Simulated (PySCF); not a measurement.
## (HBe-mu-OH)2: computed shieldings and shifts

(HBe-mu-OH)2, Be2H4O2.

Bonds: Be1-O3 1.607 Å, Be1-O6 1.606 Å, O3-Be4 1.606 Å, Be4-O6 1.607 Å. Be1 carries H2; O3 carries H7; Be4 carries H5; O6 carries H8.

GIAO calculations in PySCF 2.14 on the PBE0-D3(BJ)/def2-SVP structure: isolated species, non-relativistic, equivalent atoms averaged; basis pcSseg-1.

Task: Give the isotropic shieldings (ppm) with PBE0, wB97X-D.

Result: 
```csv
atoms,environment,PBE0,wB97X-D
O3/O6,"oxygen bonded to 2 Be, H",273.3,280.8
Be1/Be4,"Be bonded to 2 O, H",100,102
H2/H5,hydrogen on a Be bonded to 2 O,27.61,27.78
H7/H8,hydrogen on an oxygen bonded to 2 Be,28.21,28.47
HOMO–LUMO gap (eV),–,8.69,12.47
```

Task: And the chemical shifts, against references computed in the same way?

Result: 
```
atoms  nucleus, reference  PBE0  wB97X-D
O3/O6            17O, H2O  61.3     52.4
H2/H5             1H, TMS  3.66     3.60
H7/H8             1H, TMS  3.06     2.91
```

Task: Which part of the shielding of O3/O6 depends on the functional?

Result: Diamagnetic: PBE0 401, wB97X-D 401 ppm; paramagnetic: PBE0 -128, wB97X-D -121 ppm. The diamagnetic part, set mainly by inner electrons, hardly moves; the paramagnetic part goes with low-lying magnetically allowed excitations and carries the spread.

Task: What couplings does B3LYP/pcJ-1 give?

Result: 1J(O3,H7) = -122.2, 2J(O3,O6) = 22.1, 2J(H2,O3) = -7.8, 3J(O3,H8) = -13.3 Hz (averaged over equivalent pairs; isotopes 17O, 1H).

Experimental scales use liquid or dissolved standards, which lie at an offset from isolated H2O (liquid H2O: subtract about 36 ppm).
